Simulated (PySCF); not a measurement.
[Yb(H2O)3]3+ relaxed at several levels

Computed with PySCF 2.14.0, def2-SVP on the ligands, density fitting, scalar-relativistic core potentials, no spin-orbit coupling, vacuum. Each row is relaxed at its own level from the same template. Distances are means of the shortest metal–ligand contacts, charges and spins Mulliken's; removal energies are rigid, with the ligand's formal charge and no counterpoise, so too large; for an anion taken off a cation in vacuum most of it is the attraction of opposite charges, and multiply charged cations can part far more cheaply with an electron moved from ligand to metal. lcecp potentials hold a fixed number of 4f electrons in the core, out of states, spins and gaps.

```
level      basis on the metal  point group  M–H2O (Å)  charge on M (e)  removal of one H2O (eV)  strongest infrared band, degenerate modes summed (cm⁻¹)    unstable modes (below −25 cm⁻¹)
B3LYP  lcecp-1-SVP with ECP59           D3      2.206             1.89                     4.09                                                     3496  0 (lowest -22 cm⁻¹, within noise)
```

Problem. What does the calculation give for PBE0, lcecp-1-SVP with ECP59?

Solution. point group: D3, M–H2O (Å): 2.196, charge on M (e): 1.93, removal of one H2O (eV): 4.06, strongest infrared band, degenerate modes summed (cm⁻¹): 3550, unstable modes (below −25 cm⁻¹): 0 (lowest -20 cm⁻¹, within noise).
```xyz
10

Yb    0.0000    0.0000    0.0000
O     2.1960    0.0000    0.0000
H     2.8133   -0.7280    0.2612
H     2.8133    0.7279   -0.2612
O    -1.0980    1.9018    0.0000
H    -0.7762    2.8004    0.2612
H    -2.0371    2.0724   -0.2612
O    -1.0980   -1.9018    0.0000
H    -2.0371   -2.0724    0.2612
H    -0.7762   -2.8004   -0.2612
```

Members with unstable modes aren't minima as they stand: saddle points kept by symmetry or, where the modes are soft, flat surfaces and noise. Moved off a saddle point of the template and relaxed again: B3LYP, PBE0. One start shape was tried for each, so a minimum needn't be the lowest isomer.
